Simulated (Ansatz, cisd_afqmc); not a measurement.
System: Se, charge 1, quartet.

Total energies in aug-cc-pVDZ, 5 correlated electrons, 14 frozen orbitals. Radicals and triplets start from unrestricted determinants; spin-orbit coupling is neglected. Correlated methods leave the cores frozen (noble-gas shells, and filled d and f shells in the p block). No relativity. AFQMC/CISD: phaseless, guided by CISD from CCSD amplitudes; bars are statistical, one sigma. Outlying blocks are dropped, and bars are widened where a walk drifts. Over all cases where full CI ran beside it in this data, AFQMC minus full CI had a median of +0.1 mEh and passed +0.4 mEh in a tenth of the cases.

| method | program | energy (Eh) | minus CCSDTQ (mEh) |
|---|---|---|---|
| HF | Ansatz | -2399.48438 | 74.54 |
| MP2 | Ansatz | -2399.54260 | 16.32 |
| CCSD | Ansatz | -2399.55779 | 1.14 |
| CCSD(T) | Ansatz | -2399.55865 | 0.27 |
| CCSDT(Q) | Ansatz | -2399.55891 | 0.02 |
| CCSDTQ | Ansatz | -2399.55892 | 0.00 |
| AFQMC/CISD | cisd_afqmc | -2399.5589 ± 0.0001 | 0.0 ± 0.1 |

Ansatz is a program for electronic structure.
